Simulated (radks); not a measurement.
Spherical quantum dot in the effective-mass picture: electrons in a parabolic well V = omega^2 r^2 / 2 with omega = 0.0568, all in effective atomic units (hartree* = m*/eps^2 hartree, bohr* = eps/m* bohr), one dielectric constant everywhere. Method: non-relativistic Kohn-Sham, LDA (Slater exchange, Perdew-Wang correlation), spin-polarised, spherical densities; computed with a radial shooting solver with Libxc functionals. Levels are named by radial order and angular momentum (1s, 1p, 1d, 2s, ...), and open shells are averaged over m.

N = 38, configuration 1s2 1p6 1d10 2s2 1f14 2p(up 3, down 0) 1g(up 1, down 0). This is the lowest configuration that the search found (a dilute case). Occupied levels:

| level | occupation | eigenvalue (hartree*) | <r> (bohr*) |
|---|---|---|---|
| 1s up | 1 | 2.4066 | 13.94 |
| 1s down | 1 | 2.4105 | 15.38 |
| 1p up | 3 | 2.4132 | 16.15 |
| 1p down | 3 | 2.4157 | 16.71 |
| 1d up | 5 | 2.4219 | 17.41 |
| 1d down | 5 | 2.4238 | 17.61 |
| 2s up | 1 | 2.4271 | 12.66 |
| 1f up | 7 | 2.4327 | 18.25 |
| 2s down | 1 | 2.4340 | 11.76 |
| 1f down | 7 | 2.4343 | 18.32 |
| 2p up | 3 | 2.4422 | 13.41 |
| 1g up | 1 | 2.4455 | 18.88 |

Energy (hartree*): total 54.7864, kinetic 1.0020, external 18.712, Hartree 38.462, exchange-correlation -3.3904.
